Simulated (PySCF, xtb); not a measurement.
bis(fluoromethyl)-hydroxysilane (C2H6F2OSi), SMILES C(F)[SiH](O)CF. One conformer was computed; it need not be the lowest.

Harmonic wavenumbers (cm⁻¹) from xtb with GFN2-xTB at its own minimum, in rising order: 10, 41, 103, 142, 186, 236, 266, 335, 619, 629, 666, 693, 723, 741, 766, 944, 1025, 1038, 1202, 1212, 1281, 1284, 1445, 1448, 2360, 2929, 2933, 2964, 2968, 3639.

Question: What does PySCF with PBE-D3(BJ)/def2-SVP give at its own minimum? (An estimate is asked for; the answer gives what the named calculation found.)

Answer: 63, 64, 99, 150, 182, 242, 278, 324, 620, 648, 668, 692, 789, 800, 866, 911, 1038, 1048, 1196, 1208, 1261, 1265, 1396, 1403, 2220, 2919, 2924, 2971, 2975, 3772. Paired by order, the mean absolute difference is 29 cm⁻¹ and the zero-point energies are 49.8 and 50.0 kcal/mol.
